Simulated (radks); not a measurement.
Question: All-electron atom: Tl V in [Xe] 4f14 5d9 (the NIST ground configuration). Method: Dirac Kohn-Sham, PBE, spin-unpolarised, spherical densities, finite nucleus; open shells fill j = l - 1/2 first; Fermi nuclear charge, rms radius 5.4759 fm; computed with a radial shooting solver on a logarithmic mesh with Libxc functionals.

Spin-orbit splittings of the eigenvalues, e(l+1/2) - e(l-1/2), with zeta = 2 splitting/(2l+1) and mean radii in bohr:

shell  occ.  splitting (eV)  zeta (eV)  <r> j=l-1/2  <r> j=l+1/2
2p        6            2065       1377      0.05589      0.06468
3p        6           459.2      306.1       0.1674       0.1835
3d       10           98.07      39.23       0.1595       0.1644
4p        6           111.6      74.43       0.3931       0.4274
4d       10           20.84      8.334       0.4333       0.4444
4f       14           4.603      1.315       0.4642       0.4706
5p        6               ?          ?       0.9370        1.027
5d        9           2.463     0.9853        1.276        1.315
6p        0           3.063      2.042        2.345        2.532

Estimate the 5p splitting.

Answer: 20.47 eV (zeta = 13.64 eV).
